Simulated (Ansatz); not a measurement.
Reaction (formal loss of a carbene): `CO[SiH2]CF` → `CO[SiH3]` + `[CH]F`

Isolated molecules relaxed with PBE0-D4/def2-TZVP in Ansatz; ΔE leaves out vibrations. CCSD(T)/CBS adds triple-zeta CCSD(T) − MP2 to the extrapolated MP2 energy (def2 sets, frozen cores). This one scheme is used for every species. DFT in def2-TZVPP. One conformer a species, not always the lowest.

Problem. Is it downhill or uphill in electronic energy at CCSD(T)/CBS, and by how much? (Best estimate.)

Solution. The calculation gave: Uphill: ΔE = +384.0 kJ/mol.

Problem. What do these levels give: r2SCAN-D4, PBE0-D4, PBE, r2SCAN, MP2/def2-QZVPP, MP2/CBS(def2)? (Best estimate.)

Solution. Computed: r2SCAN-D4 406.0, PBE0-D4 408.3, PBE 394.7, r2SCAN 404.0, MP2/def2-QZVPP 407.3, MP2/CBS(def2) 410.9 kJ/mol.

Largest T1 diagnostic among the species: 0.018.

From PBE to PBE0 (25 % exact exchange), in def2-TZVPP and without D4, ΔE moves by +7.5 kJ/mol. The D4 term adds +11.0 kJ/mol with B3LYP and +6.1 kJ/mol with PBE0; it sums over pairs of atoms, weighted by their polarisabilities, and B3LYP, whose exchange is more repulsive, gets the larger term.

B3LYP here is the variant with VWN-RPA as its local correlation; programs differ in this.
